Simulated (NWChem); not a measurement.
System: sulfur difluoride (SF$_{2}$); SMILES S(F)F

The following NWChem deck was run.

```
start job
memory heap 200 mb stack 900 mb global 1100 mb
geometry units angstroms noautoz
  F      1.227542     0.000000    -0.496096
  S      0.000000     0.000000     0.548457
  F     -1.227542     0.000000    -0.496096
end
basis spherical
  * library def2-tzvpd
end
dft
  xc b3lyp
  iterations 150
  mulliken
end
task dft energy
```

Structure relaxed at the PBE0/def2-SVP level.

**Question.** What results follow from this input? (B3LYP/def2-TZVPD.) Quantities: energy (Ha); highest occupied level (eV); orbital gap (eV); dipole (D).

**Answer.** 
```yaml
energy (Ha): -597.95
highest occupied level (eV): -7.19
orbital gap (eV): 4.90
dipole (D): 1.12
```
